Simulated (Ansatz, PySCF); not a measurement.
Reaction R1 + R2 → P1 + P2, each structure at its B3LYP-D3(BJ)/def2-TZVP stationary point, reached from a drawn start (curvature not checked).
R1: C2H6Zn (SMILES [CH3][Zn][CH3]), charge 0, multiplicity 1.
P1, CH4 (SMILES C) (charge 0, multiplicity 1):
```xyz
5

C      0.000     0.000     0.000
H     -0.711    -0.284    -0.774
H      0.116     1.083     0.007
H     -0.367    -0.332     0.970
H      0.963    -0.467    -0.203
```
R2: NH3 (SMILES N), charge 0, multiplicity 1.
P2: CH5NZn (SMILES [CH3][Zn][NH2]), charge 0, multiplicity 1.

P less R. No zero-point or thermal terms; no spin–orbit coupling.

Cores are frozen in the correlated methods.

Codes used: Ansatz (a quantum-chemistry and plane-wave program); PySCF for the D3/D4 terms. All values are computed, each at the level named.

| level | reaction energy (eV) |
|---|---|
| PBE-D3(BJ)/def2-TZVPP | -0.373 |
| B3LYP/def2-TZVPP | -0.424 |
| BHLYP-D4/def2-TZVPP | -0.429 |
| CAM-B3LYP-D3(BJ)/def2-TZVPP | -0.437 |
| wB97X-V/def2-TZVPP | -0.415 |
| wB97M-V/def2-TZVPP | -0.384 |
| B2PLYP/def2-TZVPP | -0.436 |
| CCSD/def2-QZVPP | (withheld) |
| CCSD(T)/def2-SVP | (withheld) |

**Question.** Fill in the missing entries.

**Answer.** 
- CCSD/def2-QZVPP, reaction energy (eV): -0.425
- CCSD(T)/def2-SVP, reaction energy (eV): -0.337
